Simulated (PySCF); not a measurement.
SMILES C[Si]([SiH](F)F)(C)C (C3H10F2Si2), GFN2-xTB optimised geometry.

```
17

Si     0.78     0.88     0.00
F      0.51     2.47     0.00
F      2.39     0.88     0.00
Si    -0.02    -0.07    -1.95
C      0.45    -1.92    -2.01
C      0.70     0.81    -3.49
C     -1.93     0.07    -2.00
H      0.44     0.48     1.36
H      1.53    -2.05    -1.98
H      0.09    -2.39    -2.92
H      0.03    -2.47    -1.17
H      0.34     0.36    -4.42
H      0.44     1.86    -3.51
H      1.79     0.74    -3.51
H     -2.39    -0.44    -1.16
H     -2.33    -0.37    -2.91
H     -2.25     1.11    -1.97
```

Density from CAM-B3LYP/def2-SVP (PySCF) at that geometry.

Minimum of the electron density along straight lines between bonded atoms, close to the bond critical point (lines longer than 1.1 times the sum of covalent radii, or with two minima, are not listed):

| bond | length / Å | ρ at the minimum / e bohr⁻³ | ∇²ρ there / e bohr⁻⁵ | position (fraction from the first atom) |
|---|---|---|---|---|
| Si1–F2 | 1.608 | 0.119 | 1.09 | 0.42 |
| Si1–F3 | 1.608 | 0.119 | 1.09 | 0.42 |
| Si4–C5 | 1.910 | 0.110 | 0.31 | 0.38 |
| Si4–C6 | 1.914 | 0.109 | 0.30 | 0.38 |
| Si4–C7 | 1.910 | 0.110 | 0.31 | 0.38 |
| Si1–H8 | 1.453 | 0.123 | 0.33 | 0.49 |
| C5–H9 | 1.086 | 0.272 | -0.99 | 0.63 |
| C5–H10 | 1.086 | 0.272 | -0.98 | 0.63 |
| C5–H11 | 1.086 | 0.272 | -0.98 | 0.63 |
| C6–H12 | 1.087 | 0.271 | -0.98 | 0.63 |
| C6–H13 | 1.087 | 0.272 | -0.99 | 0.63 |
| C6–H14 | 1.087 | 0.272 | -0.99 | 0.63 |
| C7–H15 | 1.086 | 0.272 | -0.98 | 0.63 |
| C7–H16 | 1.086 | 0.272 | -0.98 | 0.63 |
| C7–H17 | 1.086 | 0.272 | -0.99 | 0.63 |
